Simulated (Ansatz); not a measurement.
`C=[N][GaH][CH3]` + `SS` → `[CH3][GaH][S]S` + `C=N`  (ligand exchange at a Ga–N bond)

Gas-phase electronic energies from Ansatz, PBE0-D4/def2-TZVP geometries. CCSD(T)/CBS is the MP2 limit (def2-TZVPP, def2-QZVPP) plus CCSD(T) − MP2 in def2-TZVPP, frozen cores. This one scheme is used for every species. Functionals use def2-TZVPP. B3LYP here is the variant with VWN-RPA as its local correlation; programs differ in this. For Ga outer-core shells are correlated without core-valence functions, which leaves a few kJ/mol of doubt a bond. Scalar relativity is left out up to krypton. One conformer a species, not always the lowest.

`C=[N][GaH][CH3]`:

Z-matrix (Å, degrees):
```
C
Ga 1 1.959
H 1 1.090 2 111.0
H 1 1.092 2 110.5 3 120.9
H 1 1.093 2 110.3 3 -120.6
N 2 1.816 1 116.7 3 -4.0
H 2 1.561 1 128.2 3 -175.8
C 6 1.244 2 156.7 1 93.0
H 8 1.102 6 121.5 2 -179.2
H 8 1.102 6 123.8 2 0.8
```

`SS`:

Cartesian coordinates in Å:
```
S -0.888 -0.688 0.052
S 0.135 0.986 -0.524
H 0.069 -1.604 -0.191
H 0.684 1.306 0.663
```

`[CH3][GaH][S]S`:

```xyz
9

C    -0.620    1.246   -0.126
Ga    1.099    0.347   -0.354
S     1.244   -1.867   -0.196
S    -0.713   -2.464    0.114
H    -0.825    1.885   -0.988
H    -0.586    1.887    0.759
H    -1.425    0.521   -0.012
H     2.497    0.987   -0.654
H    -0.671   -2.542    1.457
```

`C=N`:

```xyz
5

C    -0.209   -0.088    0.317
N    -0.097    0.211   -0.902
H     0.630   -0.208    1.013
H    -1.207   -0.245    0.732
H     0.883    0.330   -1.161
```

Task: Is it downhill or uphill in electronic energy at CCSD(T)/CBS, and by how much? (An estimate is asked.)

Result: Computed: Downhill: ΔE = -73.7 kJ/mol.

Task: What do these levels give: r2SCAN-D4, PBE0-D4, B3LYP-D4, MP2/def2-TZVPP, SCS-MP2/def2-QZVPP, MP2/CBS(def2)? (Best estimate.)

Result: Computed: r2SCAN-D4 -70.2, PBE0-D4 -75.5, B3LYP-D4 -70.5, MP2/def2-TZVPP -72.1, SCS-MP2/def2-QZVPP -70.1, MP2/CBS(def2) -74.7 kJ/mol.

Largest T1 diagnostic among the species: 0.015.

The D4 term adds −5.7 kJ/mol with B3LYP and −3.1 kJ/mol with PBE0; it sums over pairs of atoms, weighted by their polarisabilities, and B3LYP, whose exchange is more repulsive, gets the larger term. From PBE to PBE0 (25 % exact exchange), in def2-TZVPP and without D4, ΔE moves by −3.6 kJ/mol.
